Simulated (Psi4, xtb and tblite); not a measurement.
Relaxed torsion scan: SMILES CO[SiH2]C#N (C₂H₅NOSi). Scanned: dihedral C1–O2–Si3–C4; all other coordinates were relaxed at B3LYP-D3(BJ)/def2-SVP. Points at φ and −φ are mirror images. Heavy atoms are numbered in the order of the SMILES CO[SiH2]C#N, hydrogens after them in the order of the atoms that carry them; the mirror image has the same energies with the sign of each dihedral reversed.

- MP2/cc-pVTZ = DF-MP2 (frozen core)/cc-pVTZ // B3LYP-D3(BJ)/def2-SVP run with Psi4
- GFN2-xTB, on its own relaxed geometries (the stored frames are those of B3LYP-D3(BJ)/def2-SVP) (xtb and tblite)
- PBE-D3(BJ)/def2-TZVP // B3LYP-D3(BJ)/def2-SVP (Psi4)

Energies in kJ/mol, each method relative to its own lowest point.

| φ / ° | MP2/cc-pVTZ | GFN2-xTB | PBE-D3(BJ)/def2-TZVP |
|---|---|---|---|
| -150 | 8.3 | 3.4 | 8.0 |
| -120 | 8.1 | 6.0 | 7.6 |
| -90 | 3.5 | 2.7 | 3.1 |
| -60 | 0.0 | 0.0 | 0.0 |
| -30 | 2.7 | 2.2 | 2.8 |
| 0 | 5.7 | 4.6 | 5.7 |
| 30 | 2.7 | 2.2 | 2.8 |
| 60 | 0.0 | 0.0 | 0.0 |
| 90 | 3.5 | 2.7 | 3.1 |
| 120 | 8.1 | 6.0 | 7.6 |
| 150 | 8.3 | 3.4 | 8.0 |
| 180 | 7.2 | 0.7 | 7.1 |
